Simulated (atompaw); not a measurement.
Cutoff test, carbon (C), PAW (atompaw)

atompaw 4.2.0.5 input, output lines left out:

```
C 6
GGA-PBE scalarrelativistic loggrid 1500 logderivrange -3 5 201
2 2 0 0 0 0
2 1 2
0 0 0
c
v
v
2
3.00 2.80 2.00 2.75
y
-0.25
n
y
1.2
n
y
0.4
y
1.5
n
custom polynom vanderbiltortho gaussian
3 0 troulliermartins
3.00
1.00
3.00
3.00
2.50
3.00
```

The pseudo-atom Hamiltonian at the reference potential is diagonalised in spherical Bessel functions j_l(qr) that vanish at 20 bohr, with q² up to the cutoff. All-electron valence levels (Ry): 2s -1.0107, 2p -0.3885.

Task: How do the lowest levels (Ry) of each channel move with the cutoff, and are there ghosts?

Result:

```json
{"cutoff (Ry)": "8", "s #1": "-1.0105", "p #1": "-0.3881", "d #1": "0.0725", "d #2": "0.1709", "f #1": "0.1168", "f #2": "0.2520", "Σ f·Δε (mRy)": "1.1"}
{"cutoff (Ry)": "10", "s #1": "-1.0106", "p #1": "-0.3882", "d #1": "0.0725", "d #2": "0.1709", "f #1": "0.1168", "f #2": "0.2520", "Σ f·Δε (mRy)": "0.7"}
{"cutoff (Ry)": "12", "s #1": "-1.0107", "p #1": "-0.3883", "d #1": "0.0725", "d #2": "0.1709", "f #1": "0.1168", "f #2": "0.2520", "Σ f·Δε (mRy)": "0.4"}
{"cutoff (Ry)": "15", "s #1": "-1.0107", "p #1": "-0.3885", "d #1": "0.0725", "d #2": "0.1709", "f #1": "0.1168", "f #2": "0.2520", "Σ f·Δε (mRy)": "0.1"}
{"cutoff (Ry)": "400", "s #1": "-1.0107", "p #1": "-0.3885", "d #1": "0.0725", "d #2": "0.1709", "f #1": "0.1168", "f #2": "0.2520", "Σ f·Δε (mRy)": "0.0"}
```

Result: ghost state, extra bound levels that the all-electron valence spectrum of the same l lacks: s at -9.8 eV (a true bound ghost makes a file unfit for plane-wave use); 10 mRy is reached at 6 Ry and 1 mRy at 10 Ry.
